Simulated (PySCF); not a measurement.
## Radial density of V (vanadium, neutral)

UHF, [Ar] 3d5, high-spin 6S determinant (an excited configuration). Computed with PySCF 2.14 in aug-cc-pwCVTZ (10s9p7d4f3g, 127 functions), with no relativity, point nucleus.

```tsv
r (bohr)	4πr²ρ (e/bohr)	4πr²(ρα − ρβ)
0.00118	0.1360	0.0000
0.00199	0.3707	-0.0001
0.00335	0.9856	-0.0001
0.00563	2.511	-0.0004
0.00947	5.956	-0.0009
0.0159	12.54	-0.0020
0.0268	21.66	-0.0038
0.0450	27.28	-0.0065
0.0758	23.11	-0.0132
0.127	21.87	-0.0212
0.214	29.63	0.0894
0.361	16.92	0.6882
0.607	9.564	1.8952
1.02	10.79	2.6460
1.72	3.369	1.7817
2.89	0.6825	0.6427
4.85	0.1088	0.1088
8.17	0.005006	0.0050
13.7	2.267e-05	0.0000
```

(1) Where is the radial spin density 4πr²(ρα − ρβ) most negative, and why is it negative at all?

Results:

(1) Around r = 0.127 bohr, down to -0.0212 e/bohr: exchange with the open shell polarises the paired shells in an unrestricted calculation.
